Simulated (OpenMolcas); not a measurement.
Co2+ (d7) in a complex was computed by CASSCF with the d shell active (OpenMolcas, ANO-RCC-VTZP on the metal). Its lowest spin-free states, and all those of the highest spin:

| 2S+1 | Degeneracy | E (cm-1) |
| --- | --- | --- |
| 4 | 1 | 0.0 |
| 4 | 3 | 2065 |
| 4 | 3 | 3654 |
| 2 | 2 | 19531 |
| 2 | 3 | 19658 |
| 2 | 1 | 19812 |
| 4 | 3 | 20328 |
| 2 | 3 | 20743 |
| 2 | 3 | 25078 |
| 2 | 3 | 25550 |
| 2 | 2 | 26423 |
| 2 | 3 | 26872 |

Is the site octahedral, tetrahedral or cube-like, axial, or of lower symmetry?

The states with 2S+1 = 4 have orbital degeneracies 1, 3, 3, 3. Threefold states need a cubic site. For d7 at this spin an octahedron puts the threefold T1 below the threefold T2 and a tetrahedron or cube puts the single A2 below the threefold T2, so the site is a tetrahedron or a cube, which this pattern cannot tell apart. The first gap at this spin, 2070 cm-1, is |10Dq| in ligand-field theory. The run had Co2+ with 4 ligands (chloride) in tetrahedral coordination (Td) at 2.34 Å. A charge of +0.5 e stands 2.4 Å behind each ligand. Ligand basis ANO-RCC-VDZP.

Without dynamic correlation the repulsion within the d shell is too large (B by tens of per cent), so at a given field states of lower spin stand too high. Ligand-to-metal charge-transfer states are missing. With no ligand orbital active B as a rule stays too high, so bands that hang on it stand too high and its fall with covalency is understated. With metal d orbitals alone and no dynamic correlation the field as a rule comes out too small, by tens of per cent, by up to half for chloride and softer ligands, and the orbital part of g and χT, which goes as 1/10Dq, too large. No measured value stands beside these numbers; the geometry is a model, was not optimised and need not be the one that this ion takes.
